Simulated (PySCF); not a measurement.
CH7AlO2Si. Atoms are numbered in the order given.

```xyz
12

Si    -0.7486     1.3295     0.0000
C      0.6846     2.5613     0.0000
Al     0.0335    -0.9692     0.0000
O      1.7196    -1.2229     0.0000
O     -1.0979    -2.2418     0.0000
H     -1.6198     1.5685    -1.1989
H     -1.6198     1.5685     1.1989
H      1.3177     2.4173     0.8884
H      0.3161     3.5984     0.0000
H      1.3177     2.4173    -0.8884
H      2.2116    -2.0444     0.0000
H     -0.9603    -3.1891     0.0000
```

The structure is a stationary point at PBE0-D3(BJ)/def2-SVP. The structure was generated by enumeration; whether it is a known compound was not checked. The values are those of a single conformer.

Level of theory: PBE0/pcSseg-1 run with PySCF.

GIAO shieldings, no solvent; atoms listed in one row are averaged. δ = σ(ref) − σ: ²⁹Si against TMS (σ = 352.7 ppm); ¹³C against TMS (σ = 186.3 ppm); ¹⁷O against H2O (σ = 334.2 ppm); ¹H against TMS (σ = 31.56 ppm), references at their B3LYP-D3(BJ)/def2-TZVP geometries, non-relativistic.

| nucleus | atoms | count | δ (ppm) |
|---|---|---|---|
| ²⁹Si | Si1 | 1 | -95.3 |
| ¹³C | C2 | 1 | -7.9 |
| ¹⁷O | O4 | 1 | 52.4 |
| ¹⁷O | O5 | 1 | 50.8 |
| ¹H | H6, H7 | 2 | 3.91 |
| ¹H | H11, H12 | 2 | 2.16 |
| ¹H | H8, H9, H10 | 3 | 0.50 |
